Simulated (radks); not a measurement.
Polarisability of the oxygen ion O+, [He] 2s2 2p3, at imaginary frequency. Method: non-relativistic Kohn-Sham, LDA (Slater exchange, VWN5 correlation), spin-polarised, spherical densities, point nucleus; open shells are filled with parallel spins first; computed with a radial shooting solver on a logarithmic mesh with Libxc functionals. Response by self-consistent Sternheimer equations with the Hartree and adiabatic LDA kernel.

w (hartree)  alpha1(iw) (bohr^3)
0.00266                    2.645
0.0143                     2.644
0.0360                     2.640
0.0697                     2.626
0.118                      2.590
0.186                      2.515
0.280                      2.376
0.413                      2.147
0.605                      1.822
0.892                      1.419
1.35                      0.9842
2.12                      0.5813
3.59                      0.2734
6.94                     0.09169
17.5                     0.01747

Static values: alpha1 = 2.645 bohr^3 (0.3920 angstrom^3; uncoupled 3.407). C6 = 5.220, triple-dipole C9 = 9.728 atomic units. One-pole (London) frequency 4 C6 / (3 alpha1^2) = 0.995 hartree, against 0.972 for minus the highest occupied eigenvalue. The dipole shielding factor is 0.875, as the force sum rule N/Z = 0.875 demands.
